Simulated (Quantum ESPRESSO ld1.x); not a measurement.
All-electron atom: Au XI in [Xe] 4f14 5d1. All-electron calculation, Dirac Kohn-Sham, PBE, spin-unpolarised, spherical densities, point nucleus; open shells fill j = l - 1/2 first. Program: ld1.x of Quantum ESPRESSO 7.5. Some entries of the table are withheld. Estimate them.

orbital  occ.  eigenvalue (hartree)  <1/r> (bohr^-1)
1s1/2       2                   (1)            95.84
2s1/2       2              -529.029            23.55
2p1/2       2                   (2)              (3)
2p3/2       4                   (4)              (5)
3s1/2       2              -129.730            8.642
3p1/2       2                   (6)            8.552
3p3/2       4                   (7)            7.417
3d3/2       4              -89.1785              (8)
3d5/2       6              -85.9766              (9)
4s1/2       2              -33.1175            3.658
4p1/2       2              -28.9974            3.547
4p3/2       4              -25.4198            3.154
4d3/2       4              -18.6877            2.953
4d5/2       6              -18.0201            2.862
5s1/2       2              -10.0504            1.538
4f5/2       6              -9.37092            2.501
4f7/2       8              -9.22834            2.467
5p1/2       2              -8.63960            1.435
5p3/2       4              -7.92754            1.309
5d3/2       1              -5.83226            1.117
5d5/2       0              -5.72385            1.093

Answer. 
(1) 1s1/2 eigenvalue (hartree): -2970.54
(2) 2p1/2 eigenvalue (hartree): -507.493
(3) 2p1/2 <1/r> (bohr^-1): 23.49
(4) 2p3/2 eigenvalue (hartree): -440.023
(5) 2p3/2 <1/r> (bohr^-1): 19.14
(6) 3p1/2 eigenvalue (hartree): -120.069
(7) 3p3/2 eigenvalue (hartree): -105.173
(8) 3d3/2 <1/r> (bohr^-1): 7.316
(9) 3d5/2 <1/r> (bohr^-1): 7.057
